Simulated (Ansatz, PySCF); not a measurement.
C3H10NSi, SMILES CC(C)[N][SiH3] (connectivity only; charge and spin as stated), charge -1, multiplicity 1. Atoms are numbered in the order given.

```xyz
15

C     -1.1351     1.3876     0.5741
C     -0.7078    -0.0921     0.5359
C     -1.9608    -0.9760     0.4672
N      0.1622    -0.3970    -0.5423
Si     1.7914    -0.0513    -0.5938
H     -1.8198     1.6122     1.4137
H     -1.6367     1.6431    -0.3737
H     -0.2486     2.0329     0.6652
H     -0.2513    -0.2956     1.5445
H     -1.6648    -2.0344     0.4994
H     -2.6693    -0.7734     1.2908
H     -2.4703    -0.8011    -0.4946
H      2.6411    -0.5008     0.6092
H      2.4523    -0.7099    -1.7853
H      2.2744     1.4071    -0.7224
```
Charge -1, spin multiplicity 1.

The structure is a stationary point at PBE0-D3(BJ)/def2-SVPD. The spin state was assumed, not searched. The isomer is the one that the SMILES or the coordinates give; other isomers of the formula were not compared. Other conformers were not sampled.

Estimates of the vertical detachment energy (IE) of the anion in eV. Rows of orbital energies are one-electron estimates, which approximate functionals can put far too low.

| level | IE |
|---|---|
| −ε(HOMO), −ε(LUMO), ωB97X/def2-SVPD (PySCF) | 2.58 |
| ΔSCF, PBE0/def2-SVPD (Ansatz), final states of multiplicity 2 | ___ |

Some entries are withheld; supply them. (The exact figures need the calculation; the answer reports its results.)


- ΔSCF, PBE0/def2-SVPD (Ansatz, a first-principles code), final states of multiplicity 2, IE: 1.97

What vertical singlet–triplet gap does ΔSCF give with PBE0/def2-SVPD (Ansatz)? (An estimate is asked for; the answer gives what the named calculation found.)

3.59 eV (triplet above singlet where positive).
